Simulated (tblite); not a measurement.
Input of a run (GFN2-xTB geometry optimisation, gas phase (tblite 0.8.0)), started from a force field or distance geometry:
```
{"job": {"kind": "relax", "xc": "GFN2-xTB", "basis": "xTB"}, "charge": 0, "multiplicity": 1}
C      2.975800     1.609000    -0.551800
C      2.380200     0.479600    -0.212200
C      0.940000     0.421600    -0.313200
C      0.205800    -0.618000    -0.019900
C      0.857000    -1.869300     0.493500
Si    -1.626700    -0.591400    -0.191800
O     -2.241200     1.004700    -0.472800
C     -3.606200     1.184000    -0.284000
O     -4.323800     0.180400     0.067800
H      4.043200     1.675200    -0.471400
H      2.388800     2.466100    -0.906900
H      2.985600    -0.348200     0.143500
H      0.407200     1.303700    -0.663100
H      1.866200    -2.045500     0.094700
H      0.140000    -2.706900     0.271000
H      0.825600    -1.800400     1.618600
H     -1.967300    -1.461300    -1.284100
H     -2.153000    -1.010100     1.119800
H     -4.107100     2.136200    -0.429900
```

Output (eV, eV/Å):
```
step      E/eV     max force
  0    -755.53597    5.637
  1    -755.89247    5.564
  2    -756.10460    1.408
  3    -756.16842    0.885
  4    -756.27124    0.946
  5    -756.31266    0.780
  6    -756.34776    0.343
  7    -756.36037    0.305
  8    -756.38673    0.531
  9    -756.40079    0.385
 10    -756.40976    0.203
 11    -756.41495    0.151
 12    -756.42100    0.219
 13    -756.42697    0.195
 14    -756.43236    0.182
 15    -756.43717    0.200
 16    -756.44153    0.221
 17    -756.44489    0.172
 18    -756.44740    0.128
 19    -756.44952    0.127
 20    -756.45164    0.109
 21    -756.45368    0.116
 22    -756.45551    0.100
 23    -756.45710    0.091
 24    -756.45845    0.086
 25    -756.45955    0.075
 26    -756.46059    0.073
 27    -756.46184    0.079
 28    -756.46354    0.113
 29    -756.46560    0.122
 30    -756.46752    0.109
 31    -756.46901    0.105
 32    -756.47008    0.074
 33    -756.47090    0.065
 34    -756.47171    0.070
 35    -756.47279    0.085
 36    -756.47428    0.103
 37    -756.47601    0.120
 38    -756.47747    0.116
 39    -756.47878    0.107
 40    -756.48033    0.099
 41    -756.48178    0.108
 42    -756.48249    0.248
 43    -756.48324    0.070
 44    -756.48362    0.044
 45    -756.48406    0.041
 46    -756.48449    0.051
 47    -756.48494    0.045
 48    -756.48539    0.047
 49    -756.48592    0.057
 50    -756.48660    0.069
 51    -756.48743    0.084
 52    -756.48828    0.083
 53    -756.48901    0.067
 54    -756.48955    0.045
 55    -756.48992    0.040
 56    -756.49015    0.040
 57    -756.49031    0.031
 58    -756.49043    0.023
 59    -756.49050    0.018
 60    -756.49054    0.012
 61    -756.49057    0.014
 62    -756.49061    0.017
 63    -756.49066    0.017
 64    -756.49071    0.018
 65    -756.49075    0.018
 66    -756.49079    0.017
 67    -756.49085    0.020
 68    -756.49091    0.024
 69    -756.49098    0.022
 70    -756.49103    0.019
 71    -756.49107    0.018
 72    -756.49113    0.019
 73    -756.49122    0.027
 74    -756.49133    0.027
 75    -756.49143    0.022
 76    -756.49151    0.022
 77    -756.49159    0.024
 78    -756.49169    0.028
 79    -756.49181    0.028
 80    -756.49193    0.030
 81    -756.49203    0.023
 82    -756.49212    0.019
 83    -756.49219    0.023
 84    -756.49225    0.025
 85    -756.49230    0.023
 86    -756.49236    0.020
 87    -756.49244    0.021
 88    -756.49254    0.024
 89    -756.49265    0.033
 90    -756.49277    0.031
 91    -756.49292    0.038
 92    -756.49304    0.033
 93    -756.49319    0.029
 94    -756.49330    0.027
 95    -756.49340    0.022
 96    -756.49350    0.030
 97    -756.49366    0.031
 98    -756.49378    0.036
 99    -756.49388    0.027
100    -756.49398    0.021
101    -756.49408    0.026
102    -756.49418    0.022
103    -756.49423    0.017
104    -756.49427    0.021
105    -756.49431    0.014
106    -756.49438    0.018
107    -756.49444    0.028
108    -756.49450    0.024
109    -756.49455    0.024
110    -756.49461    0.016
111    -756.49469    0.016
112    -756.49477    0.018
113    -756.49484    0.017
114    -756.49491    0.018
115    -756.49498    0.019
116    -756.49507    0.018
117    -756.49514    0.022
118    -756.49519    0.021
119    -756.49524    0.018
120    -756.49530    0.019
121    -756.49535    0.016
122    -756.49539    0.014
123    -756.49542    0.014
124    -756.49546    0.020
125    -756.49549    0.016
126    -756.49552    0.025
127    -756.49554    0.012
128    -756.49557    0.014
129    -756.49562    0.012
130    -756.49566    0.014
131    -756.49569    0.015
132    -756.49571    0.012
133    -756.49574    0.010
134    -756.49576    0.014
135    -756.49578    0.012
136    -756.49580    0.013
137    -756.49583    0.013
138    -756.49587    0.017
139    -756.49591    0.021
140    -756.49595    0.014
141    -756.49599    0.014
142    -756.49604    0.017
143    -756.49611    0.021
144    -756.49618    0.026
145    -756.49623    0.016
146    -756.49628    0.016
147    -756.49633    0.018
148    -756.49640    0.021
149    -756.49648    0.022
150    -756.49658    0.022
151    -756.49668    0.021
152    -756.49671    0.051
153    -756.49681    0.021
154    -756.49685    0.012
155    -756.49689    0.010
```

Q: Summarise the run.

A: The energy falls by 22.2 kcal/mol over 155 L-BFGS steps, the largest force on an atom goes from 5.64 to 0.010 eV/Å, and the atoms move by 0.361 Å rms after alignment. The bond that changes most is C8=O9 (carbonyl carbon to carbonyl oxygen), which shortens by 0.089 Å. Bonds longer at the end by more than 0.005 Å: 5 of 18; shorter: 9. Among the angles that change most is O7–C8–H19, from 123.2° to 110.9°. Among the dihedrals that turn most is C3–C4–C5–H16, from 94° to 65°. The energy never rose by more than 1e-5 eV on the way. The first step brought 37 % of the lowering.

Q: What are the final bond lengths?

A: C1=C2 1.331 Å, C2–C3 1.443 Å, C3=C4 1.345 Å, C4–C5 1.503 Å, C4–Si6 1.876 Å, Si6–O7 1.676 Å, O7–C8 1.306 Å, C8=O9 1.194 Å, C1–H10 1.076 Å, C1–H11 1.078 Å, C2–H12 1.081 Å, C3–H13 1.082 Å, C5–H14 1.089 Å, C5–H15 1.086 Å, C5–H16 1.089 Å, Si6–H17 1.462 Å, Si6–H18 1.462 Å, C8–H19 1.106 Å. Numbering counts from 1 in the input's order; the species is `C=C/C=C(\C)[SiH2]OC=O`.

Its GFN2-xTB frequencies are all real (lowest 41 cm⁻¹). One conformer, not necessarily the lowest. 3 starts were optimised and ended at 0.00, 0.77 and 0.82 kcal/mol (GFN2-xTB); the lowest of these is shown.

These are computed values.
